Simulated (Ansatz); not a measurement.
```xyz
2

Fe    0.0000    0.0000    0.0000
C     0.0000    0.0000    1.5900
```

Basis set: pcseg-2 (spherical functions). Charge 0, multiplicity 3.

Computed with Ansatz (development build ahead of 0.2.0); each method stands on the lowest determinant of its kind that the runs found.

**Question.** Give the atomization energy at this shape (free ground-state atoms in the same class of orbitals less the molecule, no zero-point energy) of triplet FeC by PBE0 (unrestricted), UHF.

**Answer.**

```tsv
method	atomization energy
PBE0 (unrestricted)	80.69 kcal/mol
UHF	0.19 kcal/mol
```

Caution: another spin multiplicity may lie lower; the unrestricted determinant is a mixture of spin states.

The shape needn't be a minimum at these levels.
